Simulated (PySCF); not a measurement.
C6H12O.
SMILES: `COCC1CCC1`

Closed-shell single points with PySCF (density fitting; grid level 2 and gas phase unless stated) on one GFN2-xTB geometry.

Question: Rank these settings by the LUMO energy, lowest first.
A. OLYP/pcseg-1, IEF-PCM methanol, grid level 1, start guess atom
B. PBE0/pcSseg-1, IEF-PCM methanol
C. LC-wPBE/6-31G-J

Answer: A (0.77 eV), B (1.65 eV), C (5.12 eV).

Question: Rank these settings by the HOMO–LUMO gap, lowest first.
A. PBE0/pcSseg-1, IEF-PCM methanol
B. OLYP/pcseg-1, IEF-PCM methanol, grid level 1, start guess atom
C. LC-wPBE/6-31G-J

Answer: B (6.38 eV), A (8.95 eV), C (14.96 eV).

All figures of these runs:

| settings | basis functions | SCF cycles | E (Eh) | HOMO (eV) | LUMO (eV) | dipole (D) |
| --- | --- | --- | --- | --- | --- | --- |
| OLYP/pcseg-1, IEF-PCM methanol, grid level 1, start guess atom | 158 | 11 | -310.8440 | -5.61 | 0.77 | 1.64 |
| LC-wPBE/6-31G-J | 132 | 12 | -310.8264 | -9.84 | 5.12 | 1.65 |
| PBE0/pcSseg-1, IEF-PCM methanol | 179 | 13 | -310.6399 | -7.30 | 1.65 | 1.78 |

Cycle counts include a coarse-grid stage where the run had one. One conformer (not necessarily the lowest) at the GFN2-xTB geometry, without vibrations or thermal averaging.

Shape of the structure used: `[CH3:1][O:2][CH2:3][CH:4]1[CH2:5][CH2:6][CH2:7]1`: C1–O2–C3–C4 180°, O2–C3–C4–C5 -54°.
